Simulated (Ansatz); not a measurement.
Computed with Ansatz on PBE0-D4/def2-TZVP structures; ΔE is electronic, products minus reactants. CCSD(T)/CBS adds triple-zeta CCSD(T) − MP2 to the extrapolated MP2 energy (def2 sets, frozen cores). This one scheme is used for every species. DFT in def2-TZVPP. For Ge outer-core shells are correlated without core-valence functions, which leaves a few kJ/mol of doubt a bond. Scalar relativity is left out up to krypton. One conformer a species, not always the lowest.

Consider the formal exchange of groups at a B–F bond: `FBF` + `C[C](=O)[GeH2][F]` → `F[BH][GeH2][F]` + `CC(=O)F`.

CCSD(T)/CBS gives +158.7 kJ/mol.

(1) Another level gave +144.0 kJ/mol. Which?
A. CCSD(T)/def2-TZVPP
B. CAM-B3LYP-D4/def2-TZVPP
C. revPBE-D4/def2-TZVPP
D. revPBE/def2-TZVPP

Largest T1 diagnostic among the species: 0.014.

## Answers

(1) C. revPBE-D4 144.0, CAM-B3LYP-D4 152.2, revPBE 138.1, CCSD(T)/def2-TZVPP 157.7 kJ/mol.

In def2-TZVPP, CCSD(T) changes the Hartree–Fock value by +5.0 kJ/mol (the triples alone add +0.5 kJ/mol) and MP2 by +12.1 kJ/mol. Leaving LDA and LC-ωPBE aside and taking each functional with its dispersion term where it has one, the values, not all of them listed here, spread over 14.2 kJ/mol, from PBE-D4 to BHLYP-D4.
